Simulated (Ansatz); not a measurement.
Ti₂O₃⁺, relaxed as a doublet with UKS B3LYP-D4/def2-SVP in Ansatz, starting from the GFN1-xTB geometry. Force threshold 0.02 eV/Å.

The charge 1 doublet is spin-contaminated (final ⟨S²⟩ up to 1.75, 0.75 for a pure state). The structure comes from a short search, and lower isomers may exist.

Start:

| atom | x (Å) | y (Å) | z (Å) |
| --- | --- | --- | --- |
| Ti1 | -0.850 | 0.069 | 0.736 |
| Ti2 | 0.741 | 1.338 | -1.031 |
| O3 | -0.151 | -1.052 | -0.539 |
| O4 | -0.369 | -0.005 | 2.262 |
| O5 | 0.630 | -0.349 | -1.428 |

Problem. Estimate the energy that the relaxation releases and the steps that it takes.

Solution. 311.3 kJ/mol, in 21 steps; 3.1 min on 4 threads of Intel Xeon on a shared host. No frequencies were taken in this run, so the end may be a saddle point.

Problem. Does the start keep its bonding and symmetry?

Solution. Bonds formed: Ti2–O4 (atoms count from 1). The end is the same structure that another start reached.

Problem. Predict the relaxed structure.

Solution. 
```
atom   x (Å)   y (Å)   z (Å)
 Ti1  -1.077  -0.393   0.600
 Ti2   1.189   0.759  -0.185
  O3   0.386  -1.109  -0.519
  O4  -0.116   0.819   1.327
  O5  -0.382  -0.076  -1.223
```
Bond lengths (bridged metal pairs left out): 6 × O–Ti 1.71 to 2.06 Å; 1 × O–O 1.47 Å.
